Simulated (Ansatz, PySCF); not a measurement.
Molecule: CH2Cl3Si, charge 0, multiplicity 2. It need not be the lowest isomer of its formula. 
Geometry from a B3LYP-D3(BJ)/def2-TZVP (Ansatz, a quantum-chemistry and plane-wave program) optimisation:
```xyz
7

Si    -0.2824    -0.0042     0.0447
Cl     0.2736     1.8252    -0.6851
Cl     0.2296    -1.4567    -1.3037
Cl     0.7704    -0.3456     1.7719
C     -2.0728    -0.0379     0.3539
H     -2.6236     0.8576     0.6134
H     -2.6382    -0.9611     0.3248
```
Charge 0, spin multiplicity 2.

Wanted: atomisation energy (electronic, to ground-state atoms), in kcal/mol. Cores are frozen in the correlated levels unless marked. Open shells are spin-unrestricted. No spin-orbit coupling. Non-relativistic unless marked X2C. The coupled-cluster limit lacks core correlation, which all-electron functionals hold. CBS marks a two-point X^-3 extrapolation of the correlation energy; Hartree-Fock from the larger set. [CCSD(T)-MP2]/basis is that difference in the basis named.

| level | program | atomisation energy (kcal/mol) |
|---|---|---|
| HF/6-31G | Ansatz | 329.8 |
| HF-D3(BJ)/def2-TZVPD | PySCF + dftd3 | 473.9 |
| HF-D4/def2-TZVPD | PySCF + dftd4 | 452.2 |
| SVWN5/def2-TZVPD | Ansatz | 648.5 |

**Question.** What does RI-MP2/CBS(cc-pV(T+d)Z,cc-pV(Q+d)Z)+[CCSD(T)-MP2]/cc-pV(T+d)Z (Ansatz) give?

**Answer.** 571.4 kcal/mol
